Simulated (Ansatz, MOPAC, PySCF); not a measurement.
Complex: HCl (SMILES Cl) (first 2 atoms) with CH6Si (SMILES C[SiH3]); geometry from B3LYP-D3(BJ)/def2-TZVP, rigid monomers moved along the line of their centres of mass till H2···H10 is 1.71 Å.
(charge 0, multiplicity 1):
```
atom    x (Å)    y (Å)    z (Å)
----  -------  -------  -------
Cl    -0.5615  -0.6871  -0.5001
H     -0.1215  -0.2696   0.6359
C      0.3099   0.7655   4.8805
Si    -0.2396  -0.2840   3.4302
H      0.0546   1.8145   4.7213
H      1.3893   0.6962   5.0248
H     -0.1765   0.4347   5.8000
H     -1.7004  -0.1802   3.2090
H      0.1180  -1.7080   3.6250
H      0.4371   0.1814   2.1869
```

Interaction energies are E(AB) − E(A) − E(B) at the monomers' geometry in the complex; basis-set methods are counterpoise corrected.

The state that PM7 reach isn't checked; PM7 holds dispersion and hydrogen-bond terms.

Run with Ansatz (a program for electronic structure); MOPAC for PM7 (differences of heats of formation); PySCF for the dispersion terms. Values without a source in brackets are computed.

Q: One of these levels gives -7.2 kJ/mol for the interaction energy. Which one is it?
A) PBE0-D3(BJ)/def2-TZVPPD
B) PM7
C) HF/aug-cc-pV(D+d)Z
D) wB97X-V/def2-TZVPPD

A: A, PBE0-D3(BJ)/def2-TZVPPD. The others give 1.5 (PM7), 7.6 (HF/aug-cc-pV(D+d)Z), -3.4 (wB97X-V/def2-TZVPPD)
